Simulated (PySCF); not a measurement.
Method: PBE-D3(BJ)/def2-TZVP // PBE-D3(BJ)/def2-SVP (PySCF 2.14.0). All species are isolated molecules in the gas phase. One relaxed conformer stands for a flexible species; it need not be the lowest. Excitations are Tamm–Dancoff values on a coarser integration grid. The basis has no diffuse functions, so Rydberg states are missing or too high.

Reference species (SMILES): `B[C@H]1CC[C@@H](C=C)CC1` (neutral, multiplicity 1).

The HOMO is -6.13 eV and the LUMO is -2.09 eV. The S1–T1 gap (TDA) is 0.08 eV.

Changed species: `B[C@@H]1CCCC[C@@H]1C=C`.

Q: Give the shifts of the HOMO, LUMO and S1–T1 gap (TDA).

A: the HOMO falls by 0.06 eV, to -6.19 eV; the LUMO drops by 0.12 eV, to -2.21 eV; the S1–T1 gap (TDA) increases by 0.04 eV, to 0.12 eV.
